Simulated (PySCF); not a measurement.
Compounds:

A. `C([C@H]1C(C)=CO1)=O`
B. SMILES C=C(F)[Si]1(CF)[SiH2]O[SiH2]1
C. SMILES O=C([C@H](OC)C)F

Spectrum 1. $^{13}$C{$^{1}$H} NMR (computed): δ 178.5 (C), 118.8 (CH2), 81.0 (CH2).

Spectrum 2. $^{13}$C{$^{1}$H} NMR (computed): δ 171.5 (C), 78.1 (CH), 59.4 (CH3), 21.5 (CH3).

Spectrum 3. $^{13}$C{$^{1}$H} NMR (computed): δ 204.2 (CH), 162.7 (CH), 126.5 (C), 94.3 (CH), 11.9 (CH3).

[PySCF 2.14: geometry: GFN2-xTB; σ from GIAO-PBE0/pcSseg-1; B3LYP/pcJ-1 coupling constants (spin–dipole term left out of most H,H and C,H couplings); non-relativistic Hamiltonian; averaged over atoms made equivalent by symmetry, fast rotation or ring inversion; in vacuum; one conformer]

δ = σ(ref) − σ, references computed at the same level: TMS for $^{13}$C. Splittings of carbon signals by F and P are missing where no couplings were computed. Shifts are as computed. Against solution values, carbons near 30 ppm lie about +3 ppm off and those near 130 ppm about +5 ppm. Of 1211 compounds with measured shifts, 218 miss one by over three times the rms of a fit or turn the order of signals round; such compounds aren't used in these exercises.

**Question.** Which spectrum belongs to which compound?

**Answer.** 1–B, 2–C, 3–A.

- Spectrum 1 (B): 3 $^{13}$C signals; δC 118.8 is a terminal =CH2 carbon; δC 81.0 is an sp3 CH2 bonded to F and Si.
- Spectrum 2 (C): 4 $^{13}$C signals; δC 78.1 is an sp3 CH bonded to O, α to a carbonyl; δC 59.4 is a methyl carbon bonded to O.
- Spectrum 3 (A): 5 $^{13}$C signals; δC 204.2 is an aldehyde carbonyl carbon; δC 162.7 is an alkene carbon bearing oxygen.
